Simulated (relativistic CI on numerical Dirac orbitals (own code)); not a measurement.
# Sensitivity of the levels of W²⁰⁺ to α and to the nuclear radius

Computed by Dirac-Coulomb-Breit CI, separate exchange-only KLI orbitals for each configuration, derivatives by finite differences, unscaled Slater integrals, QED left out (own radial code, finite nucleus).

CI space (outside the closed core [Ar] 3d10 4p6 4d10): 4s2 4f8, 4s 4f9, 4f10. Levels of other configurations are missing.

With x = (α/α₀)² − 1 an excitation energy changes as ω = ω₀ + qx; K = 2q/ω₀ is the relative enhancement. Terms are leading LS components, so labels can repeat. The field-shift factor is F = δν/δ⟨r²⟩ for the transition from the lowest level.

Lowest level 4s2 4f8 7F_6.

```tsv
Level	ω₀ (cm⁻¹)	q (cm⁻¹)	K	F (GHz/fm²)
4s2 4f8 7F_5	8796.9	10300	2.34	0.483
4s2 4f8 7F_4	11695.3	7059	1.21	0.382
4s2 4f8 7F_3	16005.5	13830	1.73	0.685
4s2 4f8 7F_2	18334.6	14770	1.61	0.742
4s2 4f8 7F_1	20343.4	17840	1.75	0.879
4s2 4f8 7F_0	21169.4	18400	1.74	0.908
4s2 4f8 5D_4	41235.6	3462	0.168	0.531
4s2 4f8 5G_6	50218.6	-11170	-0.445	0.06
4s2 4f8 5L_10	52975.3	1112	0.042	0.605
4s2 4f8 5G_4	58439.7	-1928	-0.066	0.497
4s2 4f8 5G_5	58791.0	3961	0.135	0.733
4s2 4f8 5L_9	59493.9	8326	0.28	0.941
4s2 4f8 5L_7	59551.0	-851.7	-0.0286	0.568
4s2 4f8 5L_8	61307.3	6355	0.207	0.874
4s2 4f8 3P_2	61556.6	2332	0.0758	0.679
4s2 4f8 5G_3	61782.3	9220	0.298	0.96
4s2 4f8 5L_6	62082.3	7483	0.241	0.907
4s2 4f8 5D_3	65225.5	21860	0.67	1.48
4s2 4f8 5G_2	65791.9	9942	0.302	1.03
4s2 4f8 5H_7	67966.9	12530	0.369	1.17
4s2 4f8 5H_6	71658.6	7315	0.204	1
4s2 4f8 3P_0	73099.3	10760	0.294	1.12
4s2 4f8 5F_5	74742.5	2244	0.0601	0.825
```

At this charge energies of transitions that change n are usually good to better than 1 %, and those within a shell (Δn = 0) to a few per cent. Terms inside the open d or f shell come out 10 to 20 % too wide with unscaled integrals.
